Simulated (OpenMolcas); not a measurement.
Au4+ among 6 point charges of -1.7 e arranged as an octahedron (Oh).

| Property | Result |
| --- | --- |
| Program | OpenMolcas 26.06 |
| Method | CASSCF |
| Basis | ANO-RCC-VTZP [8s7p5d3f1g] |
| Scalar Hamiltonian | DKH2, point nucleus |
| Active space | 7 electrons in 5 orbitals (5d) |
| State averaging | 2S+1 = 4 even, 10 roots; 2S+1 = 2 even, 40 roots |
| Spin-orbit coupling | state interaction with AMFI integrals over the reference wave functions |

All point charges move together. At R = 2 Å |10Dq| is 6322 cm-1, and at R = 2.2 Å it is 3957 cm-1.

Task: A third run gives 2976 cm-1. What distance was it run at?

Result: With a power law R^-n the two known points give n = -ln(3957 / 6322) / ln(2.2 / 2) = 4.92. Then R = 2 × (6322 / 2976)^(1/4.92) = 2.331 Å. The run was at 2.33 Å, so the estimate is off by +0.001 Å.

An orbital triplet at a regular site is open to Jahn-Teller coupling, which can distort the site and quench the lowest spin-orbit gaps and is left out. Without dynamic correlation the repulsion within the d shell is too large (B by tens of per cent), so at a given field states of lower spin stand too high. Point charges give a weaker field than real ligands, and real ions of this kind are as a rule low spin; the high spin found here belongs to the model. This field is weak: 10Dq is about 6322 cm-1, while octahedral complexes of 5d ions of charge 3 and more, computed by the same method with explicit ligands, had a median near 35000 cm-1. Ground spin and moment need not be those of a real site (figures for R = 2; the like holds for R = 2.2, R = 2.33). This shell can be high or low spin here, a state of another spin lies low, and with metal d orbitals alone active their balance is uncertain, so the ground spin may be wrong (holds for R = 2; R = 2.2). This is an electrostatic model: the charges have no orbitals. No measured value stands beside these numbers.
